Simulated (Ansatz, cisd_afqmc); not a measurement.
System: Ag, charge 0, doublet.

Total energies in def2-TZVPP, 11 correlated electrons, 4 frozen orbitals. UHF or UKS for unpaired electrons; spin-orbit terms are left out. Cores are frozen in correlated methods (noble-gas shells, and filled d and f shells in the p block). Past Kr the def2 sets carry scalar-relativistic core potentials. AFQMC is phaseless with a CISD trial state; ± is one standard error, without the phaseless bias. Outlying blocks are dropped, and bars are widened where a walk drifts. Over all cases where full CI ran beside it in this data, AFQMC minus full CI had a median of +0.1 mEh and passed +0.4 mEh in a tenth of the cases.

```tsv
method	program	energy (Eh)	minus CCSDT(Q) (mEh)
HF	Ansatz	-146.11696	369.18
MP2	Ansatz	-146.50225	-16.11
CCSD	Ansatz	-146.47424	11.90
CCSD(T)	Ansatz	-146.48684	-0.70
CCSDT(Q)	Ansatz	-146.48614	0.00
AFQMC/CISD	cisd_afqmc	-146.4861 ± 0.0004	0.0 ± 0.4
```

Ansatz is an electronic-structure program.
